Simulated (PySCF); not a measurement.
## Electronic structure of Fe²⁺ (iron, charge +2) at the UHF level

Configuration: [Ar] 3d6, high-spin 5D determinant. All numbers are calculated (PySCF 2.14, no relativity, point nucleus, in def2-QZVPPD (11s6p5d4f2g, 100 functions)).

```
Total energy                                                  : -1261.665453 hartree
One-electron energy                                           : -1727.5374 hartree
Hartree (Coulomb) energy                                      : 520.0235 hartree
Exchange energy                                               : -54.1516 hartree
Kinetic energy                                                : 1261.67803 hartree
⟨S²⟩                                                          : 6.0040
⟨L²⟩                                                          : 6.016
Sum of ⟨r⟩                                                    : 15.18 bohr
Sum of ⟨r²⟩                                                   : 15.78 bohr²
Traceless quadrupole moment −½Σ⟨3z² − r²⟩ along its main axis : 0.447 e·bohr²
Density at the nucleus (Gaussians lack the cusp)              : 11800 bohr⁻³
Spin density at the nucleus                                   : -1.22 bohr⁻³
Langevin diamagnetic susceptibility                           : -12.5 ×10⁻⁶ cm³/mol
```

| shell | electrons | mean orbital energy (hartree) | spread (hartree) | rms radius, mean of both spins (bohr) |
| --- | --- | --- | --- | --- |
| 1s α | 1 | -262.04677 | 0 | 0.0685 |
| 1s β | 1 | -262.04521 | 0 | 0.0685 |
| 2s α | 1 | -32.65717 | 0 | 0.292 |
| 2s β | 1 | -32.53339 | 0 | 0.292 |
| 2p α | 3 | -28.13898 | 0.03479 | 0.262 |
| 2p β | 3 | -28.01583 | 0.00008 | 0.262 |
| 3s α | 1 | -5.00783 | 0 | 0.881 |
| 3s β | 1 | -4.65164 | 0 | 0.881 |
| 3p α | 3 | -3.62605 | 0.07603 | 0.938 |
| 3p β | 3 | -3.19471 | 0.05591 | 0.938 |
| 3d α | 5 | -1.35490 | 0.08956 | 1.18 |
| 3d β | 1 | -1.15032 | 0 | 1.18 |

Spin-orbit constants ζ (cm⁻¹) from the X2C one-electron operator on these orbitals (non-relativistic here): bare nucleus, nucleus screened by l(l+1)(2l+1)/3 electrons, and screened by the Breit-Pauli mean field of the electrons.

```csv
shell,bare,screened nucleus,mean field
2p,67940,62710,n/a
3p,8236,7602,n/a
3d,788.3,485.1,n/a
```

To first order the Landé constant is A = -121.3 cm⁻¹, so the lowest level has J = 4 and lies 0.0601 eV below the centre of the term. This holds in LS coupling only.
